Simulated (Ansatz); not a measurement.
`[SiH3][N]([SiH3])[GeH]([N]([SiH3])[SiH3])[N]([SiH3])[SiH3]`. Charge 0, multiplicity 1. The geometry is a stationary point of PBE0-D4/def2-TZVP. It is one conformer, not always the lowest.

```xyz
29

Si   -1.458   -0.406   -2.173
N     0.186   -0.521   -1.623
Si    1.475   -0.746   -2.763
Ge    0.529   -0.618    0.180
N     1.192    1.017    0.694
Si    1.152    2.343   -0.428
Si    2.031    1.175    2.205
N    -1.087   -0.837    1.028
Si   -1.785    0.500    1.890
Si   -1.801   -2.415    1.137
H    -2.154    0.771   -1.596
H    -1.394   -0.266   -3.653
H    -2.245   -1.625   -1.849
H     2.747   -0.786   -1.993
H     1.327   -2.023   -3.512
H     1.526    0.366   -3.746
H     1.503   -1.756    0.512
H     1.674    3.527    0.307
H    -0.226    2.625   -0.902
H     2.019    2.104   -1.612
H     1.473    2.286    3.018
H     3.483    1.431    2.001
H     1.868   -0.109    2.940
H    -1.977    1.684    1.015
H    -3.108    0.032    2.385
H    -0.961    0.906    3.059
H    -3.205   -2.407    0.655
H    -0.990   -3.330    0.289
H    -1.793   -2.923    2.536
```

Problem. What is the dipole moment at r2SCAN/def2-TZVPP? (Best estimate.)

Solution. Ansatz gave: 0.43 D, with components (0.27, -0.32, 0.09) D in this frame, pointing from negative to positive charge.

Problem. And with PBE, B3LYP, ωB97M-V? (Estimate.)

Solution. Computed: PBE 0.41 D, B3LYP 0.43 D, ωB97M-V 0.47 D.

Problem. Give the Mulliken charges with r2SCAN, ωB97M-V, B3LYP in def2-TZVPP. (Estimate.)

Solution. The calculation gave: 
```json
{"atom": "Si1", "r2SCAN": "0.34", "ωB97M-V": "0.19", "B3LYP": "0.31"}
{"atom": "N2", "r2SCAN": "-0.43", "ωB97M-V": "-0.39", "B3LYP": "-0.37"}
{"atom": "Si3", "r2SCAN": "0.32", "ωB97M-V": "0.18", "B3LYP": "0.29"}
{"atom": "Ge4", "r2SCAN": "0.42", "ωB97M-V": "0.28", "B3LYP": "0.41"}
{"atom": "N5", "r2SCAN": "-0.43", "ωB97M-V": "-0.39", "B3LYP": "-0.37"}
{"atom": "Si6", "r2SCAN": "0.34", "ωB97M-V": "0.19", "B3LYP": "0.31"}
{"atom": "Si7", "r2SCAN": "0.32", "ωB97M-V": "0.18", "B3LYP": "0.29"}
{"atom": "N8", "r2SCAN": "-0.43", "ωB97M-V": "-0.39", "B3LYP": "-0.37"}
{"atom": "Si9", "r2SCAN": "0.34", "ωB97M-V": "0.19", "B3LYP": "0.31"}
{"atom": "Si10", "r2SCAN": "0.32", "ωB97M-V": "0.18", "B3LYP": "0.29"}
{"atom": "H11", "r2SCAN": "-0.06", "ωB97M-V": "-0.02", "B3LYP": "-0.06"}
{"atom": "H12", "r2SCAN": "-0.07", "ωB97M-V": "-0.02", "B3LYP": "-0.07"}
{"atom": "H13", "r2SCAN": "-0.07", "ωB97M-V": "-0.02", "B3LYP": "-0.07"}
{"atom": "H14", "r2SCAN": "-0.06", "ωB97M-V": "-0.02", "B3LYP": "-0.06"}
{"atom": "H15", "r2SCAN": "-0.07", "ωB97M-V": "-0.02", "B3LYP": "-0.07"}
{"atom": "H16", "r2SCAN": "-0.06", "ωB97M-V": "-0.01", "B3LYP": "-0.05"}
{"atom": "H17", "r2SCAN": "0.04", "ωB97M-V": "0.09", "B3LYP": "0.04"}
{"atom": "H18", "r2SCAN": "-0.07", "ωB97M-V": "-0.02", "B3LYP": "-0.07"}
{"atom": "H19", "r2SCAN": "-0.06", "ωB97M-V": "-0.02", "B3LYP": "-0.06"}
{"atom": "H20", "r2SCAN": "-0.07", "ωB97M-V": "-0.02", "B3LYP": "-0.07"}
{"atom": "H21", "r2SCAN": "-0.06", "ωB97M-V": "-0.01", "B3LYP": "-0.05"}
{"atom": "H22", "r2SCAN": "-0.07", "ωB97M-V": "-0.02", "B3LYP": "-0.07"}
{"atom": "H23", "r2SCAN": "-0.06", "ωB97M-V": "-0.02", "B3LYP": "-0.06"}
{"atom": "H24", "r2SCAN": "-0.06", "ωB97M-V": "-0.02", "B3LYP": "-0.06"}
{"atom": "H25", "r2SCAN": "-0.07", "ωB97M-V": "-0.02", "B3LYP": "-0.07"}
{"atom": "H26", "r2SCAN": "-0.07", "ωB97M-V": "-0.02", "B3LYP": "-0.07"}
{"atom": "H27", "r2SCAN": "-0.06", "ωB97M-V": "-0.01", "B3LYP": "-0.05"}
{"atom": "H28", "r2SCAN": "-0.06", "ωB97M-V": "-0.02", "B3LYP": "-0.06"}
{"atom": "H29", "r2SCAN": "-0.07", "ωB97M-V": "-0.02", "B3LYP": "-0.07"}
```

B3LYP here is the variant with VWN-RPA as its local correlation; programs differ in this.
